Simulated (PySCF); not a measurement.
Species: s-Bu2O (`CC[C@@H](C)O[C@@H](C)CC`). The columns A, B, C and D hold Mulliken, IAO, Hirshfeld and ESP-fitted charges (e) of one PBE0/pcSseg-1 density (PySCF), in a shuffled order. Coordinates in Å (GFN2-xTB); the density's dipole moment is (0.30, 0.70, 0.88) D.

| atom | x | y | z | A | B | C | D |
| --- | --- | --- | --- | --- | --- | --- | --- |
| C1 | -1.975 | 1.190 | -1.742 | -0.270 | -0.418 | -0.122 | -0.267 |
| C2 | -2.451 | 0.261 | -0.633 | +0.004 | -0.253 | -0.072 | -0.222 |
| C3 | -1.362 | 0.011 | 0.414 | +0.465 | +0.104 | +0.050 | -0.061 |
| C4 | -1.925 | -0.759 | 1.613 | -0.735 | -0.432 | -0.129 | -0.190 |
| O5 | -0.328 | -0.724 | -0.217 | -0.506 | -0.416 | -0.124 | -0.515 |
| C6 | 0.979 | -0.556 | 0.307 | +0.530 | +0.106 | +0.051 | -0.034 |
| C7 | 1.736 | -1.852 | 0.037 | -0.615 | -0.423 | -0.126 | -0.203 |
| C8 | 1.663 | 0.658 | -0.343 | +0.017 | -0.261 | -0.076 | -0.232 |
| C9 | 2.990 | 1.022 | 0.309 | -0.386 | -0.420 | -0.117 | -0.273 |
| H10 | -1.080 | 0.782 | -2.203 | +0.047 | +0.146 | +0.035 | +0.128 |
| H11 | -1.744 | 2.177 | -1.344 | +0.054 | +0.130 | +0.035 | +0.100 |
| H12 | -2.743 | 1.299 | -2.505 | +0.080 | +0.139 | +0.039 | +0.113 |
| H13 | -2.730 | -0.703 | -1.061 | +0.037 | +0.138 | +0.037 | +0.119 |
| H14 | -3.326 | 0.687 | -0.139 | +0.013 | +0.130 | +0.038 | +0.110 |
| H15 | -0.972 | 0.980 | 0.765 | -0.021 | +0.102 | +0.029 | +0.095 |
| H16 | -2.693 | -0.172 | 2.110 | +0.171 | +0.139 | +0.041 | +0.104 |
| H17 | -2.356 | -1.698 | 1.275 | +0.180 | +0.143 | +0.039 | +0.111 |
| H18 | -1.137 | -0.979 | 2.330 | +0.188 | +0.137 | +0.036 | +0.112 |
| H19 | 0.925 | -0.391 | 1.395 | -0.042 | +0.102 | +0.029 | +0.094 |
| H20 | 2.730 | -1.815 | 0.474 | +0.146 | +0.138 | +0.041 | +0.108 |
| H21 | 1.819 | -2.010 | -1.034 | +0.157 | +0.143 | +0.041 | +0.111 |
| H22 | 1.192 | -2.689 | 0.468 | +0.158 | +0.149 | +0.040 | +0.118 |
| H23 | 1.812 | 0.443 | -1.403 | +0.031 | +0.133 | +0.036 | +0.117 |
| H24 | 0.984 | 1.512 | -0.274 | +0.011 | +0.129 | +0.033 | +0.121 |
| H25 | 2.861 | 1.183 | 1.378 | +0.082 | +0.135 | +0.037 | +0.105 |
| H26 | 3.726 | 0.235 | 0.166 | +0.097 | +0.136 | +0.038 | +0.114 |
| H27 | 3.384 | 1.936 | -0.129 | +0.107 | +0.144 | +0.042 | +0.116 |

Task: Which column most likely holds the ESP-fitted charges?

Result: A. Σ q r misses the density's dipole by 0.02 D (A), 0.47 D (B), 0.57 D (C), 0.87 D (D). Charges fitted to the outside potential are the only set here that is tied to the molecule's multipoles.

Task: And the Hirshfeld charges?

Result: C. The mean sizes are 0.057 e (C), 0.148 e (D), 0.191 e (A), 0.194 e (B), and Hirshfeld charges are commonly the smallest of these schemes.

As computed, A = ESP-fitted, B = IAO, C = Hirshfeld, D = Mulliken. Hydrogens on carbon: ESP-fitted -0.04 to +0.19, IAO +0.10 to +0.15, Hirshfeld +0.03 to +0.04, Mulliken +0.09 to +0.13 e.

The Mulliken scheme counts on each atom the diagonal of the density matrix times the overlap matrix over that atom's basis functions. The ESP scheme is a least-squares fit of atom-centred charges to the potential on four shells outside the van der Waals surface, with the total charge fixed.

Geometry: GFN2-xTB, one conformer, isolated molecule.

These values come from a run that also computed NMR shieldings. Time: 56 s of wall time. Hardware: Arm Neoverse V1, one thread, on a shared host.

The values belong to the conformer `[CH3:1][CH2:2][C@@H:3]([CH3:4])[O:5][C@@H:6]([CH3:7])[CH2:8][CH3:9]`: C1–C2–C3–C4 172°, C2–C3–O5–C6 152°, C3–O5–C6–C7 151°, O5–C6–C8–C9 172°.
